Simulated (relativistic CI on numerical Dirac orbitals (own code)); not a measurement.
**Ligand-field terms of d5**

Computed with a parametric ligand-field model of a d^n configuration (Racah B and C, spin-orbit zeta, crystal field), exact diagonalisation.

Field parameters in Wybourne normalisation: Oh B⁴₀ = 21Dq, B⁴₄ = √(5/14) B⁴₀. The field is a parameter set, without covalency.

Task: Ground term and bands for B = 1040, C = 4790, ζ = 0 cm⁻¹, Oh, 10Dq = 19760 cm⁻¹?

Result: Ground term 6A1 with 2.00 electrons in the two orbitals of the cubic e set. Spin-allowed: none. Lowest spin-forbidden: 4T1 18374 cm⁻¹ (544 nm), 2T2 19776 cm⁻¹ (506 nm), 4T2 25026 cm⁻¹ (400 nm). A high-spin d5 ion has no spin-allowed d-d band, hence its pale colour.

Task: Ground term and bands for B = 1040, C = 4790, ζ = 0 cm⁻¹, Oh, 10Dq = 34320 cm⁻¹?

Result: Ground term 2T2 with 0.06 electrons in the two orbitals of the cubic e set. Spin-allowed: 2A2 28871 cm⁻¹ (346 nm), 2T1 29219 cm⁻¹ (342 nm), 2T2 31821 cm⁻¹ (314 nm), 2E 34356 cm⁻¹ (291 nm). Lowest spin-forbidden: 6A1 8216 cm⁻¹ (1217 nm), 4T1 12360 cm⁻¹ (809 nm), 4T2 19893 cm⁻¹ (503 nm).

Task: Ground term and bands for B = 1040, C = 4790, ζ = 0 cm⁻¹, Oh, 10Dq = 13520 cm⁻¹?

Result: Ground term 6A1 with 2.00 electrons in the two orbitals of the cubic e set. Spin-allowed: none. Lowest spin-forbidden: 4T1 24335 cm⁻¹ (411 nm), 4T2 29900 cm⁻¹ (334 nm), 2T2 31427 cm⁻¹ (318 nm). A high-spin d5 ion has no spin-allowed d-d band, hence its pale colour.

Task: Ground term and bands for B = 1040, C = 4790, ζ = 0 cm⁻¹, Oh, 10Dq = 26000 cm⁻¹?

Result: Ground term 6A1 with 2.00 electrons in the two orbitals of the cubic e set. Spin-allowed: none. Lowest spin-forbidden: 2T2 7870 cm⁻¹ (1271 nm), 4T1 12309 cm⁻¹ (812 nm), 4T2 19482 cm⁻¹ (513 nm). A high-spin d5 ion has no spin-allowed d-d band, hence its pale colour.

Task: Ground term and bands for B = 1040, C = 4790, ζ = 0 cm⁻¹, Oh, 10Dq = 38480 cm⁻¹?

Result: Ground term 2T2 with 0.05 electrons in the two orbitals of the cubic e set. Spin-allowed: 2A2 32876 cm⁻¹ (304 nm), 2T1 33225 cm⁻¹ (301 nm), 2T2 35920 cm⁻¹ (278 nm), 2E 38451 cm⁻¹ (260 nm). Lowest spin-forbidden: 6A1 16319 cm⁻¹ (613 nm), 4T1 16360 cm⁻¹ (611 nm), 4T2 24005 cm⁻¹ (417 nm).
